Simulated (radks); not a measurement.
These are the eigenvalues of the occupied orbitals of an atom or ion with whole-number occupations (eV). All-electron calculation, Dirac Kohn-Sham, PBE, spin-unpolarised, spherical densities, finite nucleus; Fermi nuclear charge, rms radius of each element as measured or else 0.836 A^(1/3) + 0.57 fm. Program: a radial shooting solver on a logarithmic mesh with Libxc functionals.

| orbital | eigenvalue |
|---|---|
| 1s1/2 | -59207.78 |
| 2s1/2 | -9987.744 |
| 2p1/2 | -9521.237 |
| 2p3/2 | -8541.068 |
| 3s1/2 | -2248.303 |
| 3p1/2 | -2042.754 |
| 3p3/2 | -1835.781 |
| 3d3/2 | -1484.721 |
| 3d5/2 | -1439.487 |
| 4s1/2 | -446.7364 |
| 4p1/2 | -364.0315 |
| 4p3/2 | -317.3306 |
| 4d3/2 | -181.1961 |
| 4d5/2 | -172.7014 |
| 5s1/2 | -58.2034 |
| 5p1/2 | -35.9251 |
| 5p3/2 | -30.2110 |
| 4f5/2 | -8.6123 |
| 4f7/2 | -7.4163 |
| 6s1/2 | -7.4037 |
| 5f5/2 | -0.4296 |

Which element is it, and in what charge state? The configuration may be excited. Open shells, if any, fill j = l - 1/2 first.

Answer. Z = 69, thulium, charge 0: Tm in [Xe] 4f13 6s1 5f1. The list shows which subshells hold electrons but not how many an open one holds; the 1s level, -2175.8 hartree, gives Z - s = 66.0 by -(Z - s)^2/2, which with screening and relativity narrows Z to a few neighbours, and the depths of the outer levels then fix element, charge and occupations together.
